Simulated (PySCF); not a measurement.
C6H9FO2.
SMILES: `C=C(O[C@H](C)F)C(C)=O`

Torsions of this conformer, `[CH2:1]=[C:2]([O:3][C@H:4]([CH3:5])[F:6])[C:7]([CH3:8])=[O:9]`: C1–C2–O3–C4 -15°, C2–O3–C4–C5 -169°, C1–C2–C7–C8 -179°.

The closed-shell ground state was solved at several levels (PySCF, density fitting, gas phase, non-relativistic). Geometry: PBE0-D3(BJ)/def2-SVP, one conformer, isolated molecule.

```json
{"level": "wB97X-D/pcSseg-1", "basis functions": "198", "HOMO (eV)": "-9.25", "LUMO (eV)": "0.28", "gap (eV)": "9.53", "dipole (D)": "3.54"}
{"level": "wB97X-D/def2-SVPD", "basis functions": "261", "HOMO (eV)": "-9.29", "LUMO (eV)": "0.17", "gap (eV)": "9.46", "dipole (D)": "3.57"}
```

(1) Estimate the row for PBE0/pcSseg-1, a basis of 198 functions; the other rows only guide the guess.

(2) Over all these levels, which gives the widest orbital gap and which the narrowest?

(3) How far do the dipole and the HOMO energy spread over the levels?

## Answers

(1) HOMO -7.38 eV, LUMO -1.52 eV, gap 5.86 eV, dipole 3.50 D.

(2) wB97X-D/pcSseg-1 (range-separated hybrid) has the widest, 9.53 eV, and PBE0/pcSseg-1 (global hybrid, 25 % exact exchange) the narrowest, 5.86 eV. The two share the basis. From the narrowest to the widest the HOMO moves by -1.87 eV and the LUMO by +1.80 eV.

(3) The dipole runs from 3.50 to 3.57 D (mean 3.54 D) and the HOMO from -9.29 to -7.38 eV.
